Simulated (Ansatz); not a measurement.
`C=C[Si](F)(F)F` → `C=CF` + `F[Si]F` at 400 K and 1 bar (silylene loss).

Calculated with Ansatz (gas phase, PBE0-D4/def2-TZVP geometries, no zero-point term in ΔE). CCSD(T)/CBS adds triple-zeta CCSD(T) − MP2 to the extrapolated MP2 energy (def2 sets, frozen cores). This one scheme is used for every species. One conformer a species, not always the lowest.

```
         species  CCSD(T)/CBS energy (Eh)  H − E (kJ/mol)  S (J/(mol·K))
`C=C[Si](F)(F)F`               -666.56968           169.3          377.4
          `C=CF`               -177.66469           132.8          268.3
        `F[Si]F`               -488.75686            28.3          270.5
```

H − E and S are ideal-gas, rigid-rotor, harmonic terms from PBE0-D4/def2-TZVP, for one conformer and one mirror image of each species. 1 Eh = 2625.50 kJ/mol, R = 8.31446 J/(mol·K).

By hand: ΔE, ΔH, ΔS and ΔG.

ΔE = (-177.66469) + (-488.75686) − (-666.56968) = 0.14813 Eh = 388.9 kJ/mol. Δ(H − E) = 132.8 + 28.3 − 169.3 = -8.2, so ΔH = 380.7 kJ/mol. ΔS = 268.3 + 270.5 − 377.4 = 161.4 J/(mol·K). ΔG = 380.7 − 400 × (161.4)/1000 = 316.1 kJ/mol.

By hand: the equilibrium constant, and the temperature at which ΔG would vanish if ΔH and ΔS stayed fixed.

log₁₀ K = −ΔG/(RT ln 10) = -41.3. ΔG = 0 at ΔH/ΔS = 2359 K.

The number of gas molecules changes by +1, which sets the sign of ΔS. A doubt of 5 kJ/mol in ΔE shifts log₁₀ K by 0.7 here. Other conformers and mirror images would add mixing entropy, several J/(mol·K) or more a flexible species. These are equilibria of isolated gas molecules and say nothing of rates. Largest T1 diagnostic: 0.015 (customary marks: 0.02 for closed shells, 0.045 for open ones).
